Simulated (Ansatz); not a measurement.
Geometry optimisation, DFT r2SCAN-D3(BJ), scalar-relativistic, plane waves, PAW (Ansatz 0.2.0).

The input (input.yaml):

```yaml
crystal:
  lattice:
    - [4.58, 0.0, 0.0]
    - [2.29, 3.966396, 0.0]
    - [0.0, 0.0, 17.382645]
  atoms:
    - { symbol: Be, position: [-0.1666667, 0.3333333, 0.0575286] }
    - { symbol: Be, position: [0.3333333, 0.3333333, 0.0575286] }
    - { symbol: Be, position: [-0.1666667, 0.8333333, 0.0575286] }
    - { symbol: Be, position: [0.3333333, 0.8333333, 0.0575286] }
    - { symbol: Be, position: [0.0, 0.0, 0.1607474] }
    - { symbol: Be, position: [0.5, 0.0, 0.1607474] }
    - { symbol: Be, position: [0.0, 0.5, 0.1607474] }
    - { symbol: Be, position: [0.5, 0.5, 0.1607474] }
    - { symbol: Be, position: [-0.1666667, 0.3333333, 0.2639662] }
    - { symbol: Be, position: [0.3333333, 0.3333333, 0.2639662] }
    - { symbol: Be, position: [-0.1666667, 0.8333333, 0.2639662] }
    - { symbol: Be, position: [0.3333333, 0.8333333, 0.2639662] }
    - { symbol: Be, position: [0.0, 0.0, 0.3671849] }
    - { symbol: Be, position: [0.5, 0.0, 0.3671849] }
    - { symbol: Be, position: [0.0, 0.5, 0.3671849] }
    - { symbol: Be, position: [0.5, 0.5, 0.3671849] }
    - { symbol: "N", position: [0.6523229, 0.1602318, 0.435644] }
    - { symbol: H, position: [0.6781538, 0.3513337, 0.4575049] }
    - { symbol: H, position: [0.4364085, 0.1854568, 0.4575049] }
    - { symbol: H, position: [0.8424064, -0.0560951, 0.4575049] }
basis:
  ecutwfc: 500.0
kpoints:
  mp_grid: { grid: [6, 6, 1] }
hamiltonian:
  xc: r2scan
  dispersion: d3bj
scf:
  occupations: { method: fermi_dirac, width: 0.1 }
  lower_state_search: "off"
relax:
  f_tol: 0.03
  max_steps: 60
  adjacent_minimum: "off"
  constraints: [{ sites: [0, 1, 2, 3] }]
```

Run as:

```bash
$ ansatz run input.yaml --threads 2 --pin off --max-ram 5120MiB --backend cpu --events-out ev --progress --plain --runs-dir out
```

Task: Where does it end, and by what steps?

Result: The run converged. Limits of this set-up: coarse k mesh, thin slab, slab without dipole correction. After 16 steps the energy has fallen by 2.752 eV; H19 moved furthest, 1.62 Å. Parted: Be13–N17, Be16–N17.

```tsv
step	energy less start (eV)	largest force component (eV/Å)	accepted
0	0.0000	2.969	yes
1	-0.8948	2.920	yes
2	-1.5894	1.965	yes
3	-1.9149	0.951	yes
4	-2.0825	0.301	yes
5	-2.2247	0.482	yes
6	-2.3753	0.609	yes
7	-2.5445	0.661	yes
8	-2.6343	0.385	yes
9	-2.6824	0.230	yes
10	-2.7154	0.102	yes
11	-2.7358	0.137	yes
12	-2.7469	0.123	yes
13	-2.7506	0.151	yes
14	-2.7510	0.064	yes
15	-2.7523	0.039	yes
16	-2.7523	0.002	yes
```

```xyz
20
Lattice="4.5800 0.0000 0.0000 2.2900 3.9664 0.0000 0.0000 0.0000 17.3826" Properties=species:S:1:pos:R:3
Be 0.000 1.322 1.000
Be 2.290 1.322 1.000
Be 1.145 3.305 1.000
Be 3.435 3.305 1.000
Be 0.000 -0.002 2.801
Be 2.290 0.000 2.849
Be 1.147 1.984 2.801
Be 3.433 1.985 2.801
Be 0.000 1.322 4.540
Be 2.291 1.330 4.609
Be 1.151 3.300 4.610
Be 3.428 3.303 4.610
Be -0.002 0.011 6.329
Be 2.290 0.000 6.756
Be 1.136 1.976 6.329
Be 3.445 1.979 6.329
N 2.288 -0.001 8.588
H 2.808 0.798 8.937
H 1.335 0.048 8.934
H 2.721 -0.852 8.935
```

Whether the end is a true minimum wasn't checked by a vibrational analysis.

Time of the run: 6.6 min on 2 threads of Arm Neoverse V2, with other jobs on the host, peak memory 1.2 GiB.
